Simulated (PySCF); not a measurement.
Gas-phase reaction: CuCl + CuH + Br2 ⇌ 2 CuBr + HCl

Energies from PySCF (xtb for GFN2), thermal terms from the rigid-rotor harmonic-oscillator model, ideal gas at 1 bar. † marks an energy on the PBE0/def2-TZVP geometry and frequencies; other levels use their own. 6-31G* has spherical d functions here. All species are closed-shell singlets. Br, Cu: all electrons, no relativistic terms. The harmonic model lacks anharmonicity and excited electronic states, which grow with temperature; levels with a mode under 35 cm⁻¹ are left out.

```
level              ΔE electronic, kJ  ΔH°(298 K), kJ  ΔS°(298 K), J/K  ΔG°(2000 K), kJ
-----------------  -----------------  --------------  ---------------  ---------------
BLYP/def2-TZVP†                 -224            -217                5             -225
GFN2-xTB                        -109            -104                4             -110
HF/6-31G*                       -364            -356                6             -365
M06-2X/def2-TZVP†               -295            -288                5             -297
PBE/def2-SVP                    -247            -241                4             -247
PBE0/def2-QZVP†                 -267            -260                5             -268
PBE0/def2-SVP†                  -284            -278                5             -286
PBE0/def2-TZVP                  -266            -260                5             -268
LDA/def2-TZVP†                  -235            -228                5             -236
```
ΔH° is lowest at HF/6-31G* and highest at GFN2-xTB. No reference value is set beside these.
